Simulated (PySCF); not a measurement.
# Working out the ionisation energy of Pt

Pt [Xe] 4f14 5d9 6s1 (3D) → Pt+ [Xe] 4f14 5d9 (2D). Calculation: PySCF 2.14, in x2c-TZVPPall (11s7p7d3f1g, 97 functions); the spin-free X2C one-electron Hamiltonian (Gaussian nucleus). Frozen: [Kr] 4d10 4f14. Energies in hartree (1 hartree = 27.21139 eV):

```json
{"part": "UHF", "Pt (lower)": "-18410.137892", "Pt+ (upper)": "-18409.858829"}
{"part": "MP2 opposite-spin", "Pt (lower)": "-0.354124", "Pt+ (upper)": "-0.322685"}
{"part": "MP2 same-spin", "Pt (lower)": "-0.180079", "Pt+ (upper)": "-0.156659"}
```

What does Hartree-Fock give?

(-18409.858829) − (-18410.137892) = 0.279063 hartree = 7.594 eV.

What do MP2 and SCS-MP2 (6/5 opposite-spin, 1/3 same-spin) give?

The opposite-spin parts differ by 0.855 eV and the same-spin parts by 0.637 eV. MP2: 7.594 + (0.855) + (0.637) = 9.086 eV. SCS-MP2: 7.594 + 1.2 × (0.855) + (0.637)/3 = 8.832 eV.

A first-order spin-orbit estimate adds -0.020 eV to MP2 (valence and next inner shell), giving 9.066 eV against 8.959 eV (measured; NIST Atomic Spectra Database, ionization energies).

What remains against the reference includes basis incompleteness, the frozen core and correlation beyond second order.
